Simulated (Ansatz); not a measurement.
The cluster Na₄H₄⁻. The state is a doublet with charge -1. Geometry r2SCAN-D4/def2-SVP, that of the neutral singlet.

```xyz
8

Na   -1.5167    0.8388   -0.7509
Na   -0.5463   -1.4935    1.0184
Na    1.1541   -0.5689   -1.3824
Na    0.9096    1.2234    1.1152
H     0.5674    1.5533   -1.0575
H     1.5762   -0.8728    0.7801
H    -1.1999    0.5916    1.4369
H    -0.9444   -1.2719   -1.1597
```

At PBE-D4/def2-TZVPD, r2SCAN-D4/def2-TZVPD, PBE0-D4/def2-TZVPD the highest occupied level of the charge -1 doublet lies above zero (up to 0.96 eV). Energy differences disagree on whether the electron is bound (positive means bound): -0.13 eV (vertical, against the charge 0 singlet, at r2SCAN-D4/def2-TZVPD), but 0.06 eV at PBE-D4/def2-TZVPD. At PBE-D4/def2-TZVPD, r2SCAN-D4/def2-TZVPD the gap within one spin of the charge -1 doublet nearly closes, so an electron or hole may be smeared out by delocalisation error. The structure comes from a short search, and lower isomers may exist.

Estimate the α-spin orbital energies around the gap (eV) in Ansatz with PBE-D4/def2-TZVPD, r2SCAN-D4/def2-TZVPD, PBE0-D4/def2-TZVPD.


```json
{"orbital": "HOMO−5", "PBE-D4/def2-TZVPD": "-24.55", "r2SCAN-D4/def2-TZVPD": "-25.58", "PBE0-D4/def2-TZVPD": "-28.01"}
{"orbital": "HOMO−4", "PBE-D4/def2-TZVPD": "-3.55", "r2SCAN-D4/def2-TZVPD": "-3.71", "PBE0-D4/def2-TZVPD": "-4.82"}
{"orbital": "HOMO−3", "PBE-D4/def2-TZVPD": "-2.09", "r2SCAN-D4/def2-TZVPD": "-2.28", "PBE0-D4/def2-TZVPD": "-3.21"}
{"orbital": "HOMO−2", "PBE-D4/def2-TZVPD": "-2.04", "r2SCAN-D4/def2-TZVPD": "-2.23", "PBE0-D4/def2-TZVPD": "-3.15"}
{"orbital": "HOMO−1", "PBE-D4/def2-TZVPD": "-2.00", "r2SCAN-D4/def2-TZVPD": "-2.17", "PBE0-D4/def2-TZVPD": "-3.10"}
{"orbital": "HOMO", "PBE-D4/def2-TZVPD": "0.90", "r2SCAN-D4/def2-TZVPD": "0.96", "PBE0-D4/def2-TZVPD": "0.72"}
{"orbital": "LUMO", "PBE-D4/def2-TZVPD": "0.89", "r2SCAN-D4/def2-TZVPD": "0.96", "PBE0-D4/def2-TZVPD": "1.05"}
{"orbital": "LUMO+1", "PBE-D4/def2-TZVPD": "1.15", "r2SCAN-D4/def2-TZVPD": "1.48", "PBE0-D4/def2-TZVPD": "1.42"}
{"orbital": "LUMO+2", "PBE-D4/def2-TZVPD": "1.17", "r2SCAN-D4/def2-TZVPD": "1.51", "PBE0-D4/def2-TZVPD": "1.46"}
{"orbital": "LUMO+3", "PBE-D4/def2-TZVPD": "1.61", "r2SCAN-D4/def2-TZVPD": "1.67", "PBE0-D4/def2-TZVPD": "1.79"}
{"orbital": "LUMO+4", "PBE-D4/def2-TZVPD": "1.67", "r2SCAN-D4/def2-TZVPD": "1.76", "PBE0-D4/def2-TZVPD": "1.88"}
{"orbital": "LUMO+5", "PBE-D4/def2-TZVPD": "1.72", "r2SCAN-D4/def2-TZVPD": "1.88", "PBE0-D4/def2-TZVPD": "1.94"}
{"orbital": "β HOMO", "PBE-D4/def2-TZVPD": "-2.00", "r2SCAN-D4/def2-TZVPD": "-2.17", "PBE0-D4/def2-TZVPD": "-3.10"}
{"orbital": "β LUMO", "PBE-D4/def2-TZVPD": "1.19", "r2SCAN-D4/def2-TZVPD": "0.95", "PBE0-D4/def2-TZVPD": "1.47"}
```
